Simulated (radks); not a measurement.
Values are calculated unless marked as measured or tabulated.
Question: The arsenic ion As3+, [Ar] 3d10 4s2. Code: a radial shooting solver on a logarithmic mesh with Libxc functionals. Model: non-relativistic Kohn-Sham, PBE, spin-polarised, spherical densities, point nucleus. Every spin shell is full or empty, so the densities are truly spherical. Functionals are evaluated on that one density, not self-consistently. Rank these exchange functionals by their error against the exact value of the orbitals, and give that value: LDA, B88, PBE, revPBE, PW86, OPTX, B86b, EV93, APBE, TPSS, r2SCAN, TASK.

Answer: Exact: -80.4798 hartree. From best to worst, with 100 (|E| - |E exact|)/|E exact| (equal figures are ties): revPBE -0.06, r2SCAN +0.07, TPSS +0.07, B88 +0.21, B86b +0.23, PW86 +0.25, PBE -0.27, EV93 +0.27, APBE +0.60, OPTX +0.95, TASK -2.45, LDA -5.63.
